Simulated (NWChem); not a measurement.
System: silicon dioxide molecule (SiO2); SMILES O=[Si]=O

```xyz
3

O      0.0000     0.0000    -1.5060
Si     0.0000     0.0000     0.0000
O      0.0000     0.0000     1.5060
```
Atoms are numbered in this order, from 1.

All runs: NWChem. Geometry optimised at PBE0-D3(BJ)/def2-TZVP; all other runs use it. 

```csv
quantity,level,value
anisotropy (bohr³) at 589 nm,B3LYP/def2-SVP,14.5
cavity-dispersion-structure term (kcal/mol) in water,"M06-2X/def2-SVP, SMD",0.0
"first state with f > 0.002 (eV), Si K edge, unshifted","PBE/cc-pVTZ, TDA",1780.9
"charge (e), ESP O3",B3LYP/def2-SVP,[?]
"vertical ionisation energy, ΔSCF (eV)",BHandHLYP/def2-TZVP,[?]
orbital gap (eV),B3PW91/def2-SVP,[?]
highest harmonic frequency (cm⁻¹),PBE0-D3(BJ)/def2-TZVP,1471
```

Problem. What belongs in the gaps?

Solution. 
- charge (e), ESP O3, value: -0.57
- vertical ionisation energy, ΔSCF (eV), value: 12.50
- orbital gap (eV), value: 6.06
